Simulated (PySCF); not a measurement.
How methods differ on the electron affinity of In

In⁻ [Kr] 4d10 5s2 5p2 (3P) → In [Kr] 4d10 5s2 5p1 (2P), as a difference of total energies. All numbers are calculated (PySCF 2.14, the spin-free X2C one-electron Hamiltonian (Gaussian nucleus), in aug-cc-pVTZ-DK3). Correlated levels: valence: [Kr] 4d10 frozen. The calculations carry no spin-orbit coupling.

```tsv
method	electron affinity (eV)	plus first-order spin-orbit estimate	error of that sum (eV)
UHF	0.076	0.015	-0.369
MP2 (valence)	0.358	0.298	-0.086
SCS-MP2 (valence)	0.272	0.211	-0.173
CCSD (valence)	0.382	0.322	-0.062
CCSD(T) (valence)	0.419	0.358	-0.026
```

Reference: 0.384 eV (measured; photodetachment measurements, as compiled on the Wikipedia data page of electron affinities).

A first-order spin-orbit estimate (lowest level to lowest level, LS coupling) adds -0.061 eV.

Errors of the correlated levels include the incompleteness of this basis and the frozen core.
